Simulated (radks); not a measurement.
Coulomb parameter of the 4f shell of the erbium ion Er2+ in the model configuration [Xe] 4f11 6s1, as a second difference U = [E(n + 0.5) + E(n - 0.5) - 2 E(n)] / (0.5)^2 with all orbitals relaxed. "Bare": the charge of the atom changes with n. "Screened": the 6s shell takes up the change at fixed total charge, which measures U(4f,4f) + U(6s,6s) - 2 U(4f,6s). Calculated with a radial shooting solver on a logarithmic mesh with Libxc functionals: scalar-relativistic Kohn-Sham, PBE, spin-unpolarised, spherical densities, point nucleus.

| case | configuration | E - E(n) (eV) |
|---|---|---|
| start | [Xe] 4f11 6s1 | 0.000 |
| bare +0.5 | [Xe] 4f11.5 6s1 | -11.004 |
| bare -0.5 | [Xe] 4f10.5 6s1 | 15.593 |
| screened +0.5 | [Xe] 4f11.5 6s0.5 | -3.806 |
| screened -0.5 | [Xe] 4f10.5 6s1.5 | 5.741 |

U(bare) = 18.357 eV, U(screened by 6s) = 7.741 eV, against the Slater integral F0(4f,4f) = 33.069 eV with frozen orbitals.
